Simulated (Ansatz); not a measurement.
`BO[SiH2][GeH2][F]` + HBr → `BO[SiH2]Br` + `[F][GeH3]`  (cleavage of the Si–Ge bond)

Isolated molecules relaxed with PBE0-D4/def2-TZVP in Ansatz; ΔE leaves out vibrations. CBS: MP2 limit from def2 TZ/QZ plus the TZ coupled-cluster correction, frozen cores. Functionals use def2-TZVPP. B3LYP here is the variant with VWN-RPA as its local correlation; programs differ in this. For Br, Ge outer-core shells are correlated without core-valence functions, which leaves a few kJ/mol of doubt a bond. Scalar relativity is left out up to krypton. Each species was taken in one conformer, which may not be the lowest.

CCSD(T)/CBS gives -1.00 eV.

Another level gave -0.97 eV. Which?
A. PBE/def2-TZVPP
B. HF/def2-TZVPP
C. B3LYP-D4/def2-TZVPP
D. r2SCAN/def2-TZVPP

D. r2SCAN -0.97, PBE -0.85, B3LYP-D4 -0.92, HF/def2-TZVPP -1.14 eV.

Largest T1 diagnostic among the species: 0.013.

In def2-TZVPP, CCSD(T) changes the Hartree–Fock value by +0.18 eV (the triples alone add +0.01 eV) and MP2 by +0.08 eV. From PBE to PBE0 (25 % exact exchange), in def2-TZVPP and without D4, ΔE moves by −0.07 eV.
